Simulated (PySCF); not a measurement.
Compound: C₂H₉InS.
SMILES: `[InH3-][S+](C)C`

Method: PBE0-D3(BJ)/def2-SVP geometry optimisation, gas phase, def2 core potentials past Kr (PySCF).

Take the most abundant isotopes and a rigid rotor. 

Q: What are A, B and C (cm⁻¹)?

A: Ia = 93.43, Ib = 387.40, Ic = 431.99 u·Å²; 505379 MHz·u·Å²/I gives 5409, 1305 and 1170 MHz, that is A = 0.18043, B = 0.04351, C = 0.03902 cm⁻¹.

Q: Classify the top.

A: A near-prolate asymmetric top. Ray's parameter κ = (2B − A − C)/(A − C) = -0.936; −1 is the prolate and +1 the oblate limit.

Q: Is it planar, by Δ = Ic − Ia − Ib?

A: Not planar: Δ = Ic − Ia − Ib = -48.84 u·Å². For a rigid frame Δ = −2 Σ m c², so Σ m c² = 24.42 u·Å² lies off the ab plane: 9.00 from hydrogen and 15.42 from heavier atoms. The atom farthest from that plane is 1.74 Å away.

Q: Give the other two planar moments, Paa and Pbb, and the rms extents of the mass along the axes.

A: Paa = Σ m a² = (Ib + Ic − Ia)/2 = 362.98 and Pbb = Σ m b² = (Ia + Ic − Ib)/2 = 69.01 u·Å². With the mass M = 179.95 u, the rms extents √(P/M) along a, b and c are 1.42, 0.62, 0.37 Å.

Q: List the rotational levels J(Ka,Kc) to J = 2 (K).

A: Above 0(0,0), as E/k:
J = 1: 1(0,1) 0.119, 1(1,1) 0.316, 1(1,0) 0.322
J = 2: 2(0,2) 0.356, 2(1,2) 0.547, 2(1,1) 0.566, 2(2,1) 1.157, 2(2,0) 1.157
The levels of one J sum to (2J + 1)J(J + 1)(A + B + C)/3.

Q: Which lines would a microwave search look for?

A: The dipole components are |μa| = 4.07 D, |μb| = 0.00 D, |μc| = 0.97 D; the mirror of this Cs structure is the ac plane, so μb vanishes by symmetry and there are no b-type lines. Intensities carry the squares of the components, which stand as 1.00 : 0.06 (a : c). Some lines, for components of 0.1 D or more:

```
type  branch         J(Ka,Kc)    MHz  lower level (cm⁻¹)
   a       Q  4(1,3) ← 4(1,4)   1346               0.942
   c       Q  4(1,4) ← 4(0,4)   3539               0.824
   a       R  2(0,2) ← 1(0,1)   4946               0.083
   c       R  1(1,0) ← 0(0,0)   6714               0.000
   a       R  3(0,3) ← 2(0,2)   7410               0.248
   a       R  3(2,2) ← 2(2,1)   7423               0.804
   a       R  3(1,2) ← 2(1,1)   7623               0.394
   a       R  4(1,4) ← 3(1,3)   9622               0.621
   a       R  4(0,4) ← 3(0,3)   9865               0.495
   c       Q  4(2,3) ← 4(1,3)  11849               0.987
   c       Q  3(2,2) ← 3(1,2)  12114               0.648
   c       R  4(1,3) ← 3(0,3)  14750               0.495
   c       R  3(2,1) ← 2(1,1)  19753               0.394
   c       Q  3(3,1) ← 3(2,1)  20845               1.052
   c       R  4(2,3) ← 3(1,3)  22817               0.621
   c       R  3(3,1) ← 2(2,1)  28285               0.804
   c       R  4(3,2) ← 3(2,2)  30765               1.052
   c       R  4(4,0) ← 3(3,0)  39101               1.748
```

Q: Estimate the classical rotational partition function at 100 K, 200 K and 500 K.

A: Point group Cs, symmetry number σ = 1; q = (√π/σ)·√((kT/h)³/(ABC)), k/h = 20836.6 MHz/K: 58700 at 100 K, 166000 at 200 K, 656000 at 500 K.

No frequency check. Constants of a rigid frame at the computed geometry: no zero-point averaging, no centrifugal distortion. A rigid rotor knows nothing of internal rotation, which can split or shift real lines.

The run took 45 s wall on one thread of an Arm Neoverse V1 (shared host), and the process peaked at 0.51 GiB of memory. These figures are those of the optimisation.
